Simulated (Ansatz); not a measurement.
Geometry optimisation, RKS revPBE-D4/cc-pVDZ (Ansatz 0.2.0).

Input:

```yaml
crystal:
  periodic: [false, false, false]
  atoms:
    - { symbol: C, position_ang: [-1.9268, 0.1868, -0.9507] }
    - { symbol: Al, position_ang: [-0.3947, -0.9484, -0.7104] }
    - { symbol: C, position_ang: [0.8125, -0.6238, 0.8193] }
    - { symbol: C, position_ang: [1.5204, 0.7856, 0.7976] }
    - { symbol: F, position_ang: [2.2508, 0.9218, -0.3332] }
    - { symbol: H, position_ang: [-2.6331, 0.1766, -0.0733] }
    - { symbol: H, position_ang: [-1.6104, 1.2828, -1.0861] }
    - { symbol: H, position_ang: [-2.4969, -0.0728, -1.871] }
    - { symbol: H, position_ang: [-0.0934, -2.1119, -1.6979] }
    - { symbol: H, position_ang: [1.659, -1.3814, 0.8297] }
    - { symbol: H, position_ang: [0.2551, -0.7559, 1.7919] }
    - { symbol: H, position_ang: [2.0848, 0.9382, 1.7264] }
    - { symbol: H, position_ang: [0.593, 1.5676, 0.7724] }
basis:
  gaussian: { orbitals: cc-pVDZ }
hamiltonian:
  xc: revpbe
  dispersion: d4
relax:
  f_tol: 0.02
  max_steps: 50
output:
  orbitals: {}
```

Run as:

```bash
$ ansatz run input.yaml --threads 2 --pin off --max-ram 3072MiB --backend cpu --events-out ev --progress --plain --runs-dir out
```

**Question.** Where does it end, and by what steps?

**Answer.** The run converged. After 37 steps the energy has fallen by 1.941 eV; H12 moved furthest, 2.29 Å. Parted: Al2–C3, C4–F5. Joined: Al2–F5.

```csv
step,energy less start (eV),largest force component (eV/Å),accepted
0,0.0000,4.425,yes
2,-0.4261,0.641,yes
4,-0.5550,0.322,yes
6,-0.7292,0.564,yes
8,-0.8041,0.309,yes
10,-0.8492,0.226,yes
12,-0.9030,0.713,yes
14,-1.1995,2.025,yes
16,-1.7274,1.179,yes
18,-1.6982,1.697,no
20,-1.8803,0.151,yes
22,-1.8911,0.081,yes
24,-1.8971,0.126,yes
26,-1.9030,0.150,yes
28,-1.9100,0.255,yes
30,-1.9280,0.194,yes
32,-1.9370,0.185,yes
34,-1.9404,0.025,yes
36,-1.9412,0.023,yes
37,-1.9414,0.008,yes
```

```xyz
13
Properties=species:S:1:pos:R:3
C -1.718 -0.303 -0.900
Al 0.162 0.304 -1.063
C 0.397 0.075 1.481
C 1.644 -0.153 0.994
F 0.441 2.011 -1.009
H -1.791 -1.373 -0.610
H -2.301 0.298 -0.172
H -2.219 -0.200 -1.888
H 1.301 -0.549 -1.814
H -0.273 -0.752 1.761
H 0.027 1.100 1.641
H 2.033 -1.173 0.854
H 2.318 0.680 0.742
```

Time of the run: 33 s on 2 threads of AMD EPYC 9R45 96-Core Processor (Zen 5), on a shared host, peak memory 0.18 GiB.
